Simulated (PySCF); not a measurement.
C6H14O2S2.
Atom-mapped SMILES: `[CH3:1][CH2:2][C@@H:3]([CH3:4])[S:5][CH2:6][S:7]([CH3:8])(=[O:9])=[O:10]` (hydrogens: H11, H12, H13 on C1; H14, H15 on C2; H16 on C3; H17, H18, H19 on C4; H20, H21 on C6; H22, H23, H24 on C8)

A GFN2-xTB structure with every atom displaced at random (by about 0.01 Å) was refined with PBE0-D3(BJ)/def2-SVP geometry optimisation, gas phase (PySCF). Values at the start:

| coordinate | start |
| --- | --- |
| C1–C2 | 1.543 Å |
| C1–H11 | 1.062 Å |
| C2–C3 | 1.513 Å |
| C2–H14 | 1.092 Å |
| C2–H15 | 1.089 Å |
| C3–C4 | 1.527 Å |
| C3–S5 | 1.859 Å |
| C3–H16 | 1.076 Å |
| C4–H18 | 1.045 Å |
| S5–C6 | 1.781 Å |
| C6–S7 | 1.840 Å |
| C6–H20 | 1.080 Å |
| S7–C8 | 1.818 Å |
| S7=O9 | 1.423 Å |
| S7=O10 | 1.435 Å |
| C8–H22 | 1.081 Å |
| C1–C2–C3 | 112.0° |
| C2–C3–C4 | 115.0° |
| C2–C3–S5 | 109.8° |
| C4–C3–S5 | 107.0° |
| S5–C6–S7 | 110.9° |
| C6–S7–O9 | 107.1° |
| C8–S7–O10 | 108.8° |
| O9–S7–O10 | 118.6° |
| C2–C3–S5–C6 | 112° |
| C3–S5–C6–S7 | 75° |
| S5–C6–S7–C8 | 55° |

**Question.** How do these coordinates change at the PBE0-D3(BJ)/def2-SVP level?

**Answer.** 
```csv
coordinate,PBE0-D3(BJ)/def2-SVP (Å or °),change
C4–H18,1.098,+0.053
C1–H11,1.102,+0.040
S7–C8,1.781,-0.037
S7=O9,1.460,+0.037
C6–S7,1.810,-0.030
S7=O10,1.465,+0.030
C1–C2,1.518,-0.025
C3–H16,1.100,+0.024
C6–H20,1.100,+0.020
C8–H22,1.097,+0.016
C2–H15,1.104,+0.015
C3–S5,1.846,-0.013
C2–H14,1.104,+0.012
C2–C3,1.524,+0.011
S5–C6,1.791,+0.010
C3–C4,1.519,-0.008
S5–C6–S7,115.4,+4.5
C1–C2–C3,114.7,+2.7
C2–C3–C4,113.1,-1.9
O9–S7–O10,120.2,+1.6
C2–C3–S5,111.1,+1.3
C4–C3–S5,108.2,+1.2
C8–S7–O10,107.6,-1.2
C6–S7–O9,106.5,-0.6
C2–C3–S5–C6,103,-9
S5–C6–S7–C8,58,+3
C3–S5–C6–S7,74,-1
```

The energy falls by 0.354 eV over 13 energy and gradient evaluations, the largest force component goes from 0.0512 to 2.5e-04 Eh/bohr, and the atoms move by 0.224 Å rms after alignment. The bond that changes most is C4–H18 (methyl carbon to methyl hydrogen), which lengthens by 0.053 Å. Bonds longer at the end by more than 0.005 Å: 14 of 23; shorter: 6. Among the dihedrals that turn most is C4–C3–S5–C6, from -122° to -133°. Rotational constants go from 1714, 594.0, 556.5 to 1630, 594.7, 551.5 MHz.

The run used 218 basis functions and 92 SCF cycles in all.

Whether it is a minimum is left open (no frequencies). One conformer, not necessarily the lowest.
